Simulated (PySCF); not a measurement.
Highest harmonic wavenumber (cm⁻¹) of eight silicon and germanium compounds: PBE-D3(BJ) beside B3LYP-D3(BJ), computed with PySCF for isolated molecules in the bases named; differences from unrounded values. The eight are the first of their class met in an unordered collection, after screening for sound electronic states; none was chosen by its value. Each level has its own optimised geometry.

| molecule | basis | B3LYP-D3(BJ) | PBE-D3(BJ) | difference |
|---|---|---|---|---|
| C2H6FNSi2, SMILES N[Si@@H]1C=C[Si@@H]1F | def2-SVP | 3680 | 3590 | -90 |
| C2H7ClOSi2, SMILES C=C([SiH3])O[SiH2]Cl | def2-SVP | 3247 | 3184 | -63 |
| C2H8N2Si, SMILES C/C=N/[SiH2]N | def2-SVP | 3650 | 3572 | -78 |
| C2H4N2OSi, SMILES N#C/N=C/O[SiH3] | def2-SVP | 3119 | 3048 | -71 |
| CH₈FNSi₂, SMILES C[SiH2][Si@@H](N)F | def2-SVP | 3653 | 3582 | -72 |
| Si(Br)(Me)(OH)2 (CH5BrO2Si), SMILES Br[Si](O)(O)C | def2-SVP | 3882 | 3767 | -114 |
| SiFClBr2, SMILES F[Si](Cl)(Br)Br | def2-SVP | 925 | 899 | -26 |
| Si(AsH2)(F)2(H) (AsF2H3Si), SMILES F[SiH](F)[AsH2] | def2-SVP | 2264 | 2192 | -72 |

PBE-D3(BJ) lies below B3LYP-D3(BJ) in 8 and above it in 0 of the eight; the mean signed difference is -73 and the largest -114 cm⁻¹.
